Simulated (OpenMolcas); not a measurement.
Mo5+ among 6 point charges of -1.7 e arranged as an octahedron (Oh), 2.04 Å from the ion.
```
   2.0400    0.0000    0.0000  -1.70
   0.0000    2.0400    0.0000  -1.70
  -2.0400    0.0000    0.0000  -1.70
   0.0000   -2.0400    0.0000  -1.70
   0.0000    0.0000    2.0400  -1.70
   0.0000    0.0000   -2.0400  -1.70
```

```
Program             : OpenMolcas
Method              : SS-CASPT2, IPEA 0.25 Eh, imaginary shift 0.1 Eh (closed shells correlated: 4s 4p)
Basis               : ANO-RCC-VDZP [6s5p3d1f]
Scalar Hamiltonian  : DKH2, point nucleus
Active space        : 1 electron in 5 orbitals (4d)
State averaging     : 2S+1 = 2 even, 5 roots
Spin-orbit coupling : RASSI with atomic mean-field integrals over the reference wave functions
```

Problem. What is the spin-free ground state (labels of O, the rotations of Oh)?

Solution. 2T2, 3-fold in its orbital part, 100 % from free-ion D terms; it has the highest spin that d1 allows.

Problem. Where is the first state of the same spin?

Solution. 2E at 7320 cm-1 above the ground state.

Problem. What are the lowest two levels with spin-orbit coupling?

Solution. A 4-fold level Γ8, then a 2-fold level Γ7 1690 cm-1 above it. Their leading multiplicities are 2 (100 %) and 2 (100 %).

Problem. What is χT at 300 K, and how does it compare with the textbook value?

Solution. The lowest level has 2S+1 = 2, for which the spin-only value is χT = S(S+1) / 2 = 0.375 cm3 K/mol (g = 2). The computed 0.130 at 300 K differs by -0.245, through orbital momentum, spin-orbit coupling and any other state in reach. With a threefold ground state the orbital momentum is unquenched, so the spin-only value is not expected to hold.

Problem. Which ligand-field parameters describe the states?

Solution. The gap between the two states is 10Dq = 7321 cm-1. 

Roots that are degenerate in the reference are averaged as groups; the widest CASPT2 spread within a group is 13 cm-1 (the 2-fold group of multiplicity 2 near 7320 cm-1 above the lowest state of its run). Shifts and gaps below about the spread of the groups concerned are not significant. An orbital triplet at a regular site is open to Jahn-Teller coupling, which can distort the site and quench the lowest spin-orbit gaps and is left out. This field is weak: 10Dq is about 7321 cm-1, while octahedral complexes of 4d ions of charge 3 and more, computed by the same method with explicit ligands, had a median near 25000 cm-1. Ground spin and moment need not be those of a real site. Free-ion shares, where given, are those of the reference states; single-state CASPT2 does not remix them. Point charges carry no covalency, so the field is a model and not that of real ligands. No measured value stands beside these numbers.
